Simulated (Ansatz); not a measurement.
Level of theory: frozen-core CCSD(T)/cc-pVTZ // CAM-B3LYP-D3(BJ)/def2-TZVP in Ansatz (a quantum-chemistry and plane-wave program). The restricted HF reference is unstable towards unrestricted orbitals.

Ansatz 0.2 input:
```yaml
crystal:
  periodic: [false, false, false]
  atoms:
    - { symbol: B, position_ang: [-2.020573, 0.746896, 0.067544] }
    - { symbol: C, position_ang: [-1.003135, -0.424441, -0.046739] }
    - { symbol: C, position_ang: [0.401548, -0.055916, -0.355721] }
    - { symbol: C, position_ang: [1.450399, -0.405047, 0.381466] }
    - { symbol: C, position_ang: [2.778531, 0.001291, 0.062116] }
    - { symbol: N, position_ang: [3.853919, 0.317941, -0.178773] }
    - { symbol: H, position_ang: [-3.06649, 0.566453, 0.606142] }
    - { symbol: H, position_ang: [-1.795259, 1.800932, -0.438905] }
    - { symbol: H, position_ang: [-1.068103, -1.131382, 0.782126] }
    - { symbol: H, position_ang: [-1.433752, -0.960909, -0.914446] }
    - { symbol: H, position_ang: [0.564789, 0.563871, -1.231145] }
    - { symbol: H, position_ang: [1.338125, -1.019688, 1.266336] }
basis:
  gaussian: { orbitals: cc-pVTZ }
correlation:
  method: ccsd_t
```

Output:

```
Functional definition: HF
1513 factors; integrals over basis functions are off by at most 9.7e-4 eV
mean field evaluation 1: about -6366.6181 eV, gradient 3.8e1 eV
mean field evaluation 2: about -6366.9917 eV, gradient 3.8e1 eV
mean field evaluation 4: about -6370.9901 eV, gradient 7.1e0 eV
mean field evaluation 8: about -6371.1387 eV, gradient 3.4e-1 eV
mean field evaluation 16: about -6366.6161 eV, gradient 3.8e1 eV
mean field -6371.13928203 eV, -234.1350501012 hartree, gradient 2.5e-6 eV, S^2 0.000000; 0 other end points of the search recorded, 0 dependent functions left out; unrestricted orbitals would lower it
6 core orbitals not correlated
reference -6371.13928203 eV, -234.1350501012 hartree; 15, 15 occupied and 243, 243 virtual orbitals, 1513 factors
second order -25.02483220 eV of doubles, -0.00000000 eV of singles
cycle   1  -25.14776115 eV  change   -1.2e-1 eV  update   1.2e-1
cycle   2  -25.87784333 eV  change   -7.3e-1 eV  update   3.8e-2
cycle   3  -26.03777357 eV  change   -1.6e-1 eV  update   1.8e-2
cycle   4  -26.03298525 eV  change    4.8e-3 eV  update   5.3e-3
cycle   5  -26.03445081 eV  change   -1.5e-3 eV  update   2.6e-3
cycle   6  -26.03538916 eV  change   -9.4e-4 eV  update   7.1e-4
cycle   7  -26.03516379 eV  change    2.3e-4 eV  update   3.5e-4
cycle   8  -26.03511097 eV  change    5.3e-5 eV  update   1.1e-4
cycle   9  -26.03511310 eV  change   -2.1e-6 eV  update   5.4e-5
cycle  10  -26.03509831 eV  change    1.5e-5 eV  update   1.9e-5
perturbative correction -1.25061872 eV, -0.0459593902 hartree
Total energy: -6398.42499906 eV, -235.1377817072 hartree
```

Cost: roughly 8 core-minutes.
